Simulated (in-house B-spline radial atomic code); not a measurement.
Settings and results of a run for Re II (Re+) (with a hole in an inner shell). Computed with a B-spline radial code for spherical atoms: Dirac-Kohn-Sham LDA VWN5, spherical fractional occupations, Fermi nucleus of rms radius 5.3698 fm.

In the input, a minus or plus after the letter marks the j = l - 1/2 or j = l + 1/2 subshell.

Command:
```bash
python run_scf.py task.json out
```
Settings (nuclear radius in fm, mass in u):
```
Z                75
configuration    1s2 2s2 2p6 3s2 3p6 3d-4 3d+5 4s2 4p6 4d10 4f14 5s2 5p6 5d5 6s2
hamiltonian      dirac
method           lda,vwn
spin_polarised   False
nucleus          fermi
rms_radius       5.3698
atomic_mass      186.95575
speed_of_light   137.035999084
```

Output (hartree, bohr):
```
 radial grid: 81 intervals, B-splines of order 8, outer radius 60 bohr

 iter        energy (Eh)    residual
    1      -16635.044430    5.26e-01
    2      -16635.716151    2.05e-01
    3      -16636.134508    4.02e-02
    4      -16636.169660    2.00e-02
    5      -16636.166143    2.15e-02
    6      -16636.173228    4.14e-03
    7      -16636.173577    1.73e-04
    8      -16636.173577    5.47e-06
    9      -16636.173577    3.58e-06
   10      -16636.173577    2.73e-08

 total energy                    -16636.17358
 kinetic                           18810.8489
 electron-nucleus                 -41549.1237
 Hartree                            6421.9675
 exchange-correlation               -319.8662

 first-order corrections (not in the total)
   Gaunt                            20.0739
   retardation                      -2.1256
   frequency dependence             -0.3521
   self-energy                      14.7451
   Uehling                          -2.8100
   Wichmann-Kroll                    0.1138
   recoil                            0.0302

 orbital      occ     eigenvalue          <r>       <r^2>       <1/r>       r_max    small
 1s1/2      2.000     -2629.8733    0.0180527  0.00044868      88.638     0.01125  8.01e-02
 2s1/2      2.000      -458.4190    0.0756108  0.00682171     21.6232     0.06477  1.82e-02
 2p1/2      2.000      -439.0789    0.0624636  0.00485867     21.5987     0.04802  1.83e-02
 2p3/2      4.000      -386.2060    0.0705221   0.0060534     18.0426     0.05497  1.65e-02
 3s1/2      2.000      -107.5430      0.19634   0.0442105     7.97301      0.1819  6.06e-03
 3p1/2      2.000       -98.9371     0.186212   0.0404257     7.89532      0.1701  6.01e-03
 3p3/2      4.000       -87.3335     0.201001   0.0468819     6.97018      0.1842  5.49e-03
 3d3/2      4.000       -72.8998     0.175351   0.0360872     6.86912      0.1438  5.38e-03
 3d5/2      5.000       -70.3661     0.179881   0.0378461     6.65231      0.1477  5.23e-03
 4s1/2      2.000       -22.9993     0.437378     0.21622     3.37302      0.4106  2.03e-03
 4p1/2      2.000       -19.3682     0.440973     0.22159     3.26842      0.4093  1.94e-03
 4p3/2      4.000       -16.6226     0.474121    0.255794     2.94178      0.4389  1.74e-03
 4d3/2      4.000       -10.6340     0.485979    0.273659     2.74073      0.4327  1.55e-03
 4d5/2      6.000       -10.1197      0.49712    0.286157     2.66307       0.442  1.49e-03
 4f5/2      6.000        -2.4912     0.548331    0.369787     2.26893      0.4012  1.13e-03
 4f7/2      8.000        -2.3875      0.55619    0.380756     2.23721      0.4059  1.11e-03
 5s1/2      2.000        -3.6951      1.01611     1.15934     1.33755      0.9243  4.82e-04
 5p1/2      2.000        -2.5626      1.10638     1.38478     1.21372      0.9828  4.06e-04
 5p3/2      4.000        -2.1257      1.20327     1.63931     1.09751       1.063  3.48e-04
 5d3/2      2.000        -0.6348      1.66706     3.27103    0.785693        1.32  1.83e-04
 5d5/2      3.000        -0.5927      1.72511     3.50772    0.757745       1.359  1.72e-04
 6s1/2      2.000        -0.5242      2.72315     8.35253    0.467403       2.375  7.00e-05
```

Cost of the run: 1.6 s on 1 thread of Arm Neoverse V1, on a shared host.

For the Dirac Hamiltonian the kinetic term is c α·p + (β - 1)c².
